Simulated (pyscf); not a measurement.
**H₂N–SiH(I)–I, singlet**

Gas-phase minimum from PySCF at ωB97X-D3(BJ)/def2-SVP, one conformer. 

SMILES: N[SiH](I)I
```xyz
7

N      0.9861     0.8701    -1.2860
Si    -0.1275     0.4063    -0.0746
I      0.4293     1.6234     1.9407
I     -2.4652     0.8823    -0.5902
H      1.1930     1.8515    -1.4425
H      1.0559     0.3276    -2.1419
H     -0.0400    -1.0527     0.1515
```

Bond lengths (Å): N1–Si2 1.710, N1–H5 1.015, N1–H6 1.016, Si2–I3 2.419, Si2–I4 2.441, Si2–H7 1.479. Angles (°): Si2–N1–H5 120.3, Si2–N1–H6 119.8, H5–N1–H6 111.9, N1–Si2–I3 107.7, N1–Si2–I4 114.9, N1–Si2–H7 109.7, I3–Si2–I4 107.4, I3–Si2–H7 110.8, I4–Si2–H7 106.3.

Properties at ωB97X-D3(BJ)/def2-SVP:

- Harmonic wavenumbers, unscaled: 82, 148, 193, 253, 347, 385, 450, 698, 801, 899, 905, 1544, 2311, 3610, 3711 cm⁻¹
- Zero-point energy: 23.4 kcal/mol
- Rotational symmetry number: 1
- Entropy of this conformer at 298 K and 1 atm, rigid rotor and harmonic oscillator, modes under 100 cm⁻¹ raised to 100: 365.7 J/(mol K)
- Dipole moment: 2.39 D

Single-point totals, which compare only within one level:

```tsv
level	total energy (hartree)
ωB97X-D3(BJ)/def2-TZVP	-941.84704
PBE/def2-TZVP	-941.37290
r²SCAN/def2-TZVP	-941.79329
B3LYP-D3(BJ)/def2-TZVP	-941.84196
PBE0-D3(BJ)/def2-TZVP	-941.46685
M06-2X/def2-TZVP	-941.41920
ωB97M-D3(BJ)/def2-TZVP	-941.83199
```

Soft torsions are taken as harmonic, which can shift the entropy by several J/(mol K). Elements past Kr carry the def2 core potentials, without spin-orbit coupling.
